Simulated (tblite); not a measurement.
Compound: C₆H₆FNO.
Geometry (GFN2-xTB, Å), atoms numbered from 1 in this order:
```
atom  x, y, z in Å
N1    -1.1873   -1.8505    2.0362
C2    -0.8156   -1.5004    1.0140
C3    -0.3321   -1.0245   -0.2670
C4     1.1607   -0.8258   -0.1883
C5     1.6593    0.3981   -0.0764
F6     2.9796    0.6153   -0.0588
O7     0.9934    1.5591    0.0063
C8    -0.4000    1.4163    0.2328
C9    -1.0034    0.3098   -0.6279
H10   -0.5702   -1.7873   -1.0178
H11    1.8115   -1.6806   -0.2236
H12   -0.8318    2.3901   -0.0051
H13   -0.5707    1.1964    1.2949
H14   -2.0792    0.2624   -0.4603
H15   -0.8186    0.5294   -1.6808
```

Calculated harmonic vibrations of the isolated species, GFN2-xTB (tblite), most abundant isotopes, no scaling. The method is semi-empirical: single wavenumbers can be off by several per cent or more. One conformer, not necessarily the lowest.

Harmonic wavenumbers (cm⁻¹): 78.8, 110.0, 179.1, 252.1, 320.7, 362.9, 413.7, 447.6, 549.3, 550.4, 571.5, 701.0, 770.8, 834.1, 915.6, 921.3, 981.8, 998.5, 1062.5, 1098.2, 1107.9, 1158.1, 1186.4, 1204.7, 1254.1, 1255.3, 1273.0, 1317.6, 1334.3, 1459.2, 1463.5, 1748.2, 2408.4, 2910.2, 2920.0, 2994.1, 2997.0, 3012.5, 3145.1.

A = 2850, B = 1287, C = 1067 MHz; mass 127.043 u (most abundant isotopes); point group C1, symmetry number 1.

**Question.** Zero-point energy?

**Answer.** Half the sum of the wavenumbers: 24135 cm⁻¹ = 288.72 kJ/mol.

**Question.** Entropy at 500 K, 1 bar (ideal gas, RRHO, classical rotation)?

**Answer.** Translation 180.02, rotation 126.94, vibration 144.46: S = 451.4 J/(mol K).

**Question.** And Cp and H(500 K) − H(0)?

**Answer.** Cp = 195.03 J/(mol K), of which vibrations give 161.77 (their classical limit is 39 R = 324.3); H(500 K) − H(0) = 56.47 kJ/mol without the zero-point energy, 39.85 from vibrations.

**Question.** How do the functions run with temperature in this model?

**Answer.** 
```json
{"T (K)": "150", "S (J/(mol K))": "298.7", "Cp (J/(mol K))": "77.4", "H − H(0) (kJ/mol)": "7.91", "G − H(0) (kJ/mol)": "-36.90", "ln q(vib)": "1.48"}
{"T (K)": "250", "S (J/(mol K))": "346.4", "Cp (J/(mol K))": "112.9", "H − H(0) (kJ/mol)": "17.40", "G − H(0) (kJ/mol)": "-69.20", "ln q(vib)": "3.15"}
{"T (K)": "298.15", "S (J/(mol K))": "367.8", "Cp (J/(mol K))": "130.5", "H − H(0) (kJ/mol)": "23.25", "G − H(0) (kJ/mol)": "-86.40", "ln q(vib)": "4.00"}
{"T (K)": "400", "S (J/(mol K))": "411.2", "Cp (J/(mol K))": "165.8", "H − H(0) (kJ/mol)": "38.38", "G − H(0) (kJ/mol)": "-126.09", "ln q(vib)": "5.89"}
{"T (K)": "600", "S (J/(mol K))": "489.1", "Cp (J/(mol K))": "218.7", "H − H(0) (kJ/mol)": "77.20", "G − H(0) (kJ/mol)": "-216.29", "ln q(vib)": "9.71"}
{"T (K)": "900", "S (J/(mol K))": "587.8", "Cp (J/(mol K))": "266.8", "H − H(0) (kJ/mol)": "150.71", "G − H(0) (kJ/mol)": "-378.34", "ln q(vib)": "15.29"}
```

q(vib) and H(0) count from the zero-point level.

**Question.** Blend soft modes into free rotors: weight 1/[1 + (100 cm⁻¹/ν̃)⁴] for the oscillator and the rest for a rotor with moment μB/(μ + B), μ = h/(8π²ν), B = 10⁻⁴⁴ kg m². What vibrational entropy results?

**Answer.** 138.52 J/(mol K) in place of 144.46, which changes −T·S at 500 K by +2.97 kJ/mol.

Hindered rotation and anharmonicity are outside this model. Other conformers, if any are populated, would add a mixing term that is left out. The structure is chiral; the term R ln 2 for an equal mix with its mirror image is left out.
